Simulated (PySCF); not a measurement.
**Core-level binding energies of trifluoroacetic acid**

Compound: trifluoroacetic acid, C2HF3O2.
Geometry (PBE0-D3(BJ)/def2-SVP, Å), atoms numbered from 1 in this order:
```xyz
8
C2HF3O2 angstrom
O      0.4803    1.0361   -1.3190
C      0.3808    0.1711   -0.5025
O      1.1571   -0.8979   -0.3932
C     -0.7128    0.1475    0.5813
F     -1.4125    1.2656    0.5447
F     -1.5320   -0.8804    0.3721
F     -0.1726    0.0157    1.7887
H      1.8208   -0.8515   -1.0999
```

Level of theory: delta-SCF UKS SCAN, pcX-2 on the ionised atom, pcseg-1 elsewhere, spin-free X2C (PySCF). Vertical ΔSCF values, vacuum level as zero.

Question: Give the core binding energies atom by atom.

Answer: 
```
 atom(s)                 bonded to  level  binding energy (eV)  above the level's lowest (eV)  count
      O1           C (double bond)   O 1s               539.34                           0.00      1
      C2  O (double bond), O and C   C 1s               296.37                           0.00      1
      O3                   C and H   O 1s               541.39                          +2.05      1
      C4                 3 F and C   C 1s               299.17                          +2.80      1
F5/F6/F7                         C   F 1s               694.77                           0.00      3
```

Lowest listed C 1s: C2, bonded to O (double bond), O and C. Highest, 2.80 eV above it: C4, bonded to 3 F and C.

Lowest listed O 1s: O1, bonded to C (double bond). Highest, 2.05 eV above it: O3, bonded to C and H. Summing the Pauling electronegativity differences to the bonded atoms, each weighted by its formal bond order, gives -1.78 for the lowest site and -2.13 for the highest; the largest sum, -1.78, belongs to O1, 2.05 eV below the top. The smallest sum, -2.13, belongs to O3, 2.05 eV above the lowest.

Question: Which photon energy gives electrons from O 1s of O3 a kinetic energy of 200 eV, and what is their de Broglie wavelength?

Answer: hν = 541.39 + 200 = 741.39 eV, recoil neglected; λ = 12.264 Å/√(E/eV) = 0.87 Å.

One atom of each set of topologically equivalent atoms was ionised and stands for the set; in this conformer not all members are related by symmetry, and their own values weren't computed. Isolated species at its PBE0-D3(BJ)/def2-SVP geometry (one conformer only).
